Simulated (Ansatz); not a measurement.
Ansatz (a first-principles code) job for Ga(F)(OH)(OMe) (CH₄FGaO₂), SMILES C[O][Ga]([OH])[F], CAM-B3LYP/def2-SVPD. Geometry: PBE0-D3(BJ)/def2-SVP. The structure was generated by enumeration; whether it is a known compound was not checked. Other conformers were not sampled.

Ansatz 0.2 input:
```yaml
crystal:
  periodic: [false, false, false]
  atoms:
    - {symbol: Ga, position_ang: [0.04996146, 0.29796239, 0.18755067]}
    - {symbol: F, position_ang: [0.94318878, 1.78912457, 0.31904286]}
    - {symbol: O, position_ang: [-1.17870353, -0.09398612, 1.39881758]}
    - {symbol: H, position_ang: [-1.26911976, 0.58135923, 2.07986775]}
    - {symbol: O, position_ang: [0.41318482, -0.76956653, -1.16068257]}
    - {symbol: C, position_ang: [-0.23579073, -1.99580910, -1.38215315]}
    - {symbol: H, position_ang: [-0.74397826, -1.98115052, -2.36182759]}
    - {symbol: H, position_ang: [0.50508305, -2.81357492, -1.40151363]}
    - {symbol: H, position_ang: [-0.99059517, -2.24231319, -0.61414417]}
basis:
  gaussian:
    orbitals: def2-SVPD
hamiltonian:
  xc: {name: CAM-B3LYP}
```

Output:

```
WARN ansatz: RAYON_NUM_THREADS=1 ignored (pool sized by the plan → 1); use --threads N
Functional definition: CAM-B3LYP
integrals: 0.12 GiB planned
1425 factors; their error is unknown
integrals: 0.15 GiB planned
514 factors; integrals over basis functions are off by at most 2.5e-5 eV
mean field: 1.11 GiB planned
mean field evaluation 1: about -60271.6792 eV, gradient 7.8e1 eV
mean field evaluation 2: about -60259.9104 eV, gradient 1.2e2 eV
mean field evaluation 4: about -60281.9452 eV, gradient 3.9e0 eV
mean field evaluation 8: about -60281.9714 eV, gradient 3.0e-2 eV
mean field evaluation 16: about -60282.1251 eV, gradient 8.5e-5 eV
mean field -60282.12512010 eV, -2215.3272374719 hartree, gradient 2.9e-5 eV, S^2 0.000000; 0 other end points of the search recorded, 0 dependent functions left out
reference -60282.12525719 eV, -2215.3272425096 hartree; 33, 33 occupied and 126, 126 virtual orbitals, 1425 factors
Total energy: -60282.12525719 eV, -2215.3272425096 hartree
```

The calculation finished and met its thresholds.

Cost: about 7 core-seconds (a rough figure).
